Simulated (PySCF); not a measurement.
## Electron affinity of Os by level of theory

Os⁻ [Xe] 4f14 5d7 6s2 [5d3/2^4 5d5/2^3, M_J = 9/2] → Os [Xe] 4f14 5d6 6s2 [5d3/2^4 5d5/2^2, M_J = 4], as a difference of total energies. All numbers are calculated (PySCF 2.14, the two-component X2C-1e Hamiltonian, in x2c-TZVPall-2c with one added diffuse shell each of s, p, d type (12s12p11d2f, 117 functions)). "Screened" scales the spin-orbit matrix elements by Boettger's factors to mimic the two-electron term; Breit and QED terms are absent.

```csv
method,electron affinity (eV)
GHF (spin-free),-0.601
GHF (screened spin-orbit),-0.533
```

The spin-free rows relax to the high-spin LS determinant and lack the spin-orbit shift.

Errors of the correlated levels include the incompleteness of this basis and the frozen core.

The labels give the starting determinants; with spin-orbit coupling the two ends relaxed to ⟨J²⟩ = 24.97, ⟨L²⟩ = 12.74, ⟨S²⟩ = 3.89 and ⟨J²⟩ = 20.08, ⟨L²⟩ = 6.71, ⟨S²⟩ = 5.83.

A negative affinity means that the anion lies above the atom at that level of theory.

For comparison: 1.078 eV (measured; photodetachment measurements, as compiled on the Wikipedia data page of electron affinities).
